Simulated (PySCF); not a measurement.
C8H5N5, SMILES N1=C2N3C(N=CC=C3C=C1)=NC=N2.

The structure is a stationary point at PBE-D3(BJ)/def2-SVP.

Level of theory: TDA-M06-2X/def2-SVP in PySCF.

Vertical excitations. Isolated molecule, no solvent. State labels are in the subgroup C2v.

Computed lowest excited states:
```tsv
state	symmetry	energy (eV)	λ (nm)	f	main pairs
S1	B2	2.40	517	0.006	HOMO→LUMO 97 %
S2	A2	4.10	303	0.000	HOMO−1→LUMO 85 %
S3	A2	4.40	282	0.000	HOMO−2→LUMO 80 %, HOMO−1→LUMO+1 12 %
S4	B2	4.69	264	0.335	HOMO→LUMO+1 91 %
S5	A1	4.69	264	0.301	HOMO→LUMO+2 93 %
S6	B1	4.76	260	0.000	HOMO−3→LUMO 66 %, HOMO−1→LUMO+2 19 %, HOMO−2→LUMO+2 11 %
T1	B2	2.12	584	0	HOMO→LUMO 98 %
T2	B2	3.12	398	0	HOMO→LUMO+1 95 %
```
Triplets are in the Tamm–Dancoff approximation.
